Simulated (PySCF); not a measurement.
# SI2: from structure and modes to constants

Level of theory: PySCF, PBE, basis S def2-SVP, I def2-SVP with ECP28 (scalar-relativistic core potentials, no spin–orbit coupling, density fitting).

The singlet minimum has C2v symmetry. Masses (u): S 31.97207, I 126.90447.

```xyz
3
charge 0 multiplicity 1, angstrom
S     0.0000    0.0000   -1.2739
I     1.9776    0.0000    0.1605
I    -1.9776    0.0000    0.1605
```

Harmonic wavenumbers (cm⁻¹): 83.1 (a1, ×1), 312.7 (a1, ×1), 323.0 (b2, ×1).

Q: Find the principal moments of inertia and the rotational constants. What kind of rotor is it?

A: About the centre of mass I = 58.423, 992.63, 1051.1 u Å². With B = 16.8576/I this gives 0.2885, 0.01698, 0.01604 cm⁻¹. The molecule is an asymmetric top with κ = -0.99.

Q: What is the harmonic zero-point energy?

A: Half the sum of all 3 wavenumbers, 719/2 = 359 cm⁻¹, which is 4.3 kJ/mol (1 cm⁻¹ = 0.0119627 kJ/mol).

Q: Find the vibrational entropy and heat capacity at 298.15 K.

A: With u = 1.43878 ω/T, each mode gives S = R[u/(eᵘ−1) − ln(1−e⁻ᵘ)] and C = R u² eᵘ/(eᵘ−1)².
```tsv
ω (cm⁻¹)	u	S (J/(mol K))	C (J/(mol K))
83.1	0.401	15.97	8.20
312.7	1.509	5.64	6.90
323.0	1.559	5.42	6.82
```
The sums over all modes are S = 27.0 and C = 21.9 J/(mol K); the softest mode gives 59 % of the entropy.
